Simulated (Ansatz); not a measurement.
## Relative stability

The two ends of one reaction step of SiNH8OF, singlet (PBE0-D4/def2-TZVP).

A:

Si1  (-0.975, -0.168, -0.738)
O2  (-0.672, -0.729, 0.841)
H3  (-0.106, -0.656, -1.840)
H4  (-1.507, 1.209, -0.921)
H5  (-2.226, -0.994, -0.949)
H6  (1.633, 0.425, 0.158)
N7  (0.887, 1.003, -0.224)
H8  (0.742, -0.945, 1.455)
F9  (1.666, -0.966, 1.714)
H10  (-1.347, -1.359, 1.103)
H11  (0.687, 1.721, 0.464)
H12  (1.219, 1.460, -1.064)
(Å)

B:

```
12
angstrom
Si -0.9453 0.5190 -0.9608
O 0.3929 -1.8064 0.5662
H -0.9812 -0.5090 -2.0292
H -1.4306 1.8127 -1.5119
H -1.8212 0.1218 0.1628
H 0.6777 0.7520 1.1974
N 0.6960 0.8294 -0.3957
H 0.4264 -1.2887 1.3847
F 0.6446 0.4680 2.1343
H -0.0946 -2.6056 0.7719
H 1.1206 1.6668 -0.7710
H 1.3144 0.0402 -0.5486
```

Program: Ansatz 0.2.0. Basis: def2-TZVPP. Cores are frozen in the correlated methods. B3LYP uses VWN-RPA correlation.

Which structure is lower at CCSD(T), and by how much? (To be estimated.)

The calculation gives: A, by 0.309 eV (electronic energy, against the other). By their contacts, A is a complex of SiH₄O ([OH][SiH3]) + NH₃ + HF and B is a complex of SiNH₅ ([NH2][SiH3]) + H₂O + HF.

All methods give the same order:

```csv
method,E(B) − E(A) (eV)
SPW92,0.372
PBE-D4,0.284
BLYP-D4,0.243
r2SCAN-D4,0.315
B97M-V,0.364
PBE0-D4,0.305
B3LYP-D4,0.265
r2SCAN0-D4,0.325
BHLYP-D4,0.294
CAM-B3LYP-D4,0.281
wB97X-V,0.295
wB97M-V,0.313
B2PLYP,0.283
PBE-QIDH,0.331
RPA on PBE,0.305
HF,0.242
MP2,0.312
CCSD,0.302
CCSD(T),0.309
```

The T1 diagnostic stays at or below 0.010.

Labels in which every atom is bracketed show which atoms are joined, not bond orders.

For scale, one of the runs: CCSD(T)/def2-TZVPP, 247 basis functions, launched by `ansatz run in.yaml --threads 4 --pin off --events-out ev --progress --plain --max-ram 9574MiB`. Time: 4.3 min of wall clock on 4 CPU threads of an AMD EPYC; the host was shared. Peak host memory: 5.3 GiB.
